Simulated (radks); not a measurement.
The numbers below are computed, except where a source is named.
Al-, 14 electrons, occupied as [Ne] 3s2 3p2. Level of theory: non-relativistic Kohn-Sham, PBEsol, spin-polarised, spherical densities, point nucleus; open shells are filled with parallel spins first; hard spherical wall at 7 bohr (a radial shooting solver on a logarithmic mesh with Libxc functionals).

Radial electron density D(r) = 4 pi r^2 rho(r):

r (bohr)  D(r) (e/bohr)  spin D(r)
0.0127            2.040  -0.000234
0.01615           3.014  -0.000336
0.02036           4.298  -0.000458
0.02588           6.021  -0.000589
0.03291           8.117  -0.000664
0.04183           10.43  -0.000545
0.05318           12.61  0.0000540
0.06707           14.11    0.00158
0.08526           14.51    0.00497
0.1084            13.46     0.0114
0.1378            11.34     0.0221
0.1738            9.321     0.0371
0.2209            8.560     0.0560
0.2808            9.673     0.0733
0.357             11.69     0.0798
0.4538            12.68     0.0666
0.5723            11.35     0.0358
0.7275            8.004    0.00323
0.9249            4.364    0.00352
1.176             2.017     0.0701
1.483             1.253      0.212
1.885             1.308      0.417
2.396             1.414      0.596
3.046             1.239      0.650
3.873            0.8396      0.531
4.884            0.3910      0.281
6.208           0.05384     0.0416

D(r) has 3 maxima, at r = 0.0806, 0.450, 2.36 bohr, and minima at 0.216, 1.59 bohr, inside which lie 2.20, 10.30 electrons.
